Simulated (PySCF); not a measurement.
Cd(Cl)(SiH3), H₃CdClSi, SMILES [SiH3][Cd][Cl], singlet (PBE0/def2-SVP optimised geometry):

```
6

Cd     0.353    -0.348     0.000
Cl     2.660    -0.355     0.002
Si    -2.133    -0.348     0.000
H     -2.658    -1.051    -1.211
H     -2.660     1.051     0.000
H     -2.655    -1.049     1.214
```

Calculation: PySCF with PBE0/def2-TZVP, def2 effective core potentials past Kr.

**Question.** What are the frontier orbital energies and the dipole moment?

**Answer.** HOMO-2 -8.40 eV, HOMO-1 -8.40 eV, HOMO -8.13 eV, LUMO -1.14 eV, LUMO+1 -1.14 eV; dipole moment 2.84 D.

On the same geometry PBE/def2-TZVP, def2 effective core potentials past Kr (PySCF) gives HOMO-2 -7.14 eV, HOMO-1 -7.04 eV, HOMO -7.04 eV, LUMO -1.91 eV, LUMO+1 -1.82 eV; dipole moment 2.76 D.
